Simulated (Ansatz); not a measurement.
A set of 12 reactions (atomization), with CCSD(T)/CBS values in kJ/mol:

| reaction | ΔE |
| --- | --- |
| `CCCC(C)(C)CC` → 8 C• + 18 H• | 10379.9 |
| `C[Si](C)(C)/N=C/N[Si](C)(C)C` → 7 C• + 20 H• + 2 N• + 2 Si• | 12142.4 |
| `C=CCBr` → Br• + 3 C• + 5 H• | 3466.6 |
| `[Te]=[Te]` (triplet) → 2 Te• | 301.6 |
| `[AlH3]` → Al• + 3 H• | 896.0 |
| `CC(Cl)B(F)F` → B• + 2 C• + Cl• + 2 F• + 4 H• | 4123.2 |
| `C/C=C(\F)[SiH3]` → 3 C• + F• + 7 H• + Si• | 4514.3 |
| `C/C(F)=C/N` → 3 C• + F• + 6 H• + N• | 4361.7 |
| `CC=C=S` → 3 C• + 4 H• + S• | 3233.9 |
| `C=C=CC` → 4 C• + 6 H• | 4173.8 |
| `FC1=CCB1` → B• + 3 C• + F• + 4 H• | 3757.3 |
| `N[Si](N)(F)Cl` → Cl• + F• + 4 H• + 2 N• + Si• | 3370.6 |

Program: Ansatz. Geometries: PBE0-D4/def2-TZVP. ΔE: electronic, gas phase. CCSD(T)/CBS is the MP2 limit (def2-TZVPP, def2-QZVPP) plus CCSD(T) − MP2 in def2-TZVPP, frozen cores. Small cases extrapolate CCSD(T) itself. Double bonds are as drawn, so ΔE can hold a change between cis and trans. Functionals use def2-TZVPP. B3LYP here is the variant with VWN-RPA as its local correlation; programs differ in this. No spin–orbit coupling; open shells (•) take unrestricted orbitals. Spin–orbit coupling would lower the free atoms: a little for Al, B, C, Cl, F, S, Si; clearly for Br; strongly for Te. Elements past krypton have def2 core potentials. Bonds to Br, Te are less sure, by a few kJ/mol each and by 10 to 20 or more in all where they break to atoms, as the def2 sets lack core-valence functions. Scalar relativity is left out up to krypton. Each species was taken in one conformer, which may not be the lowest.

Problem. Give the mean, mean absolute and largest difference (level minus CCSD(T)/CBS, kJ/mol) for: PBE-D4, r2SCAN-D4, PBE0-D4, B3LYP-D4, ωB97X-V, ωB97M-V, PBE, HF/def2-TZVPP, MP2/def2-TZVPP, SCS-MP2/def2-TZVPP, CCSD/def2-TZVPP, HF/CBS(def2), MP2/CBS(def2), CCSD/CBS(def2). (An estimate is asked.)

Solution. Ansatz gave: 
```tsv
level	mean	mean absolute	largest
PBE-D4	106.1	112.9	207.9
r2SCAN-D4	18.9	24.4	56.6
PBE0-D4	31.1	42.9	82.5
B3LYP-D4	9.6	14.4	40.4
ωB97X-V	9.7	15.4	48.7
ωB97M-V	16.2	24.3	57.2
PBE	81.6	88.9	152.3
HF/def2-TZVPP	-1186.8	1186.8	-3106.7
MP2/def2-TZVPP	-43.5	51.9	-170.9
SCS-MP2/def2-TZVPP	-67.5	67.5	-184.4
CCSD/def2-TZVPP	-178.0	178.0	-448.1
HF/CBS(def2)	-1180.4	1180.4	-3089.4
MP2/CBS(def2)	68.1	71.6	122.9
CCSD/CBS(def2)	-66.7	66.7	-157.0
```

The largest T1 diagnostic in the set is 0.031, for `[Te]=[Te]` (triplet) (customary mark 0.045).

CCSD(T)/CBS is a level of theory with its own doubt, and the functionals carry their triple-zeta basis error, so these figures describe this set and don't rank the functionals.
